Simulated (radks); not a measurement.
The numbers below are computed, except where a source is named.
Task: The table gives one normalised radial function P(r) = r R(r) of Sm10+ in [Kr] 4d10 4f4 5s2 (r in bohr). Level of theory: scalar-relativistic Kohn-Sham, r2SCAN, spin-polarised, spherical densities, finite nucleus; open shells are filled with parallel spins first (spin-orbit coupling, left out, can overturn this in heavy ions); meta-GGA in the generalised Kohn-Sham scheme; Fermi nuclear charge, rms radius 5.0819 fm (a radial shooting solver on a logarithmic mesh with Libxc functionals).

r	P
0.001063	0.0497
0.001384	0.0616
0.001816	0.0762
0.002365	0.0928
0.003104	0.1122
0.004074	0.1333
0.005305	0.1538
0.006963	0.1724
0.00914	0.1837
0.0119	0.1815
0.01562	0.1573
0.02034	0.1045
0.0267	0.0155
0.03505	-0.1024
0.04563	-0.2193
0.0599	-0.2919
0.07862	-0.2517
0.1024	-0.0691
0.1344	0.2148
0.175	0.4156
0.2297	0.3308
0.3015	-0.0915
0.3925	-0.5382
0.5152	-0.5667
0.6709	-0.0157
0.8806	0.7450
1.156	1.0999
1.505	0.8709
1.976	0.3974
2.593	0.0976
3.377	0.0122

Which n and l does it have? It may be an empty orbital.

Result: n = 5, l = 0: the number of nodes gives n - l - 1 = 4, the rise at small r (about r^(l+1), flatter next to the nucleus through relativity) gives l, and the extent must fit the shell. The curve is that of 5s up; the table hardly tells the two spins apart. 5s up: eigenvalue -183.48 eV, 4 radial nodes at r = 0.0278, 0.110, 0.287, 0.675 bohr, <r> = 1.23 bohr, 90 % of the charge inside 1.73 bohr.
